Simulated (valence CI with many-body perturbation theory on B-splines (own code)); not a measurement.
# Cs34+: magnetic and hyperfine properties of the levels

Computed by valence CI with perturbative core correlation (CI+MBPT): three valence electrons over a frozen Dirac-Fock core [Ar], radial functions for each j: 9 s, 9 p, 10 d, 8 f, 5 g, 3 h, 1 i, with the one-electron correlation potential Σ1, the two-electron term Σ2, the three-electron term Σ3, Breit, model QED; selected CI, second order for the rest (own B-spline code, finite nucleus).

The last digits are not significant, and no measured levels were compared; by estimate large intervals hold to a few tenths of a per cent, small ones and those within an open d or f shell to about a per cent. Only levels of the ground parity were solved; by the run's estimate the other parity begins above the list, which can be wrong where configurations are misplaced.

A/g_I is the dipole constant over the nuclear g factor μ/I (μ in nuclear magnetons, uniformly magnetised nucleus), B/Q the quadrupole constant per barn. Both hold the static response of the core; the bare values leave it out. Large factors of s and p1/2 electrons are usually good to 5 to 10 %; those of open d and f shells near neutrality can be off by tens of per cent, and small factors of p3/2, d and f electrons come from cancelling terms and can be off by a factor of two or in sign, in half-filled shells by more. B is blank for J = 1/2, where it vanishes, and for nearly pure S terms. Energies count from the lowest level.

Levels are named by their leading jj configuration (3d3/2^4 stands for four electrons in 3d with j = 3/2), which in mixed levels can hold well under half, so a name can repeat and another be missing. Letters in brackets count levels of one name in rising energy.

```csv
Level,E (eV),g,A/g_I (MHz),A/g_I bare,B/Q (MHz/b),B/Q bare
(3d3/2^3) J=3/2,0.000,0.597,35700,35200,-16100,-16400
(3d3/2^2 3d5/2) J=5/2 [a],12.370,1.042,20200,20300,-9350,-9530
(3d3/2^2 3d5/2) J=3/2,17.806,1.268,16100,16400,-7970,-8120
(3d3/2^2 3d5/2) J=7/2,18.019,1.107,20200,20300,1070,1080
(3d3/2^2 3d5/2) J=9/2,19.598,1.099,21700,21800,16900,17200
(3d3/2^2 3d5/2) J=1/2,20.747,1.941,-16100,-14900,,
(3d3/2^2 3d5/2) J=5/2 [b],31.554,1.458,8470,9050,22600,23000
(3d3/2 3d5/2^2) J=7/2 [a],31.780,1.033,18700,18800,4320,4410
(3d3/2 3d5/2^2) J=9/2,33.702,1.126,17500,17700,11000,11200
(3d3/2 3d5/2^2) J=3/2 [a],37.292,1.153,18900,19100,-20700,-21100
(3d3/2 3d5/2^2) J=1/2,39.035,1.385,-4510,-3960,,
(3d3/2 3d5/2^2) J=11/2,40.650,1.085,19400,19600,44400,45200
(3d3/2 3d5/2^2) J=5/2 [a],43.059,1.166,13700,14000,15700,16000
(3d3/2 3d5/2^2) J=5/2 [b],45.350,1.044,17600,17700,8000,8150
(3d3/2 3d5/2^2) J=7/2 [b],47.444,1.114,19500,19700,9920,10100
(3d5/2^3) J=9/2,52.052,1.113,15000,15100,8900,9070
(3d5/2^3) J=3/2,54.067,1.156,20500,20700,10200,10400
(3d3/2 3d5/2^2) J=3/2 [b],66.027,0.863,26000,25900,19500,19900
(3d5/2^3) J=5/2,69.944,1.149,14800,15100,9340,9510
```

Q: Take the isotope of mass number 133, with I = 7/2, μ = 2.5778 μN and Q = -0.0034 b. What is the hyperfine structure of (3d3/2^2 3d5/2) J=5/2 [a]?

A: From the table A = 14900 MHz, B = 31.8 MHz. Shifts from the centre of gravity in MHz: F = 1: -168000, F = 2: -138000, F = 3: -93100, F = 4: -33500, F = 5: 41000, F = 6: 130000.
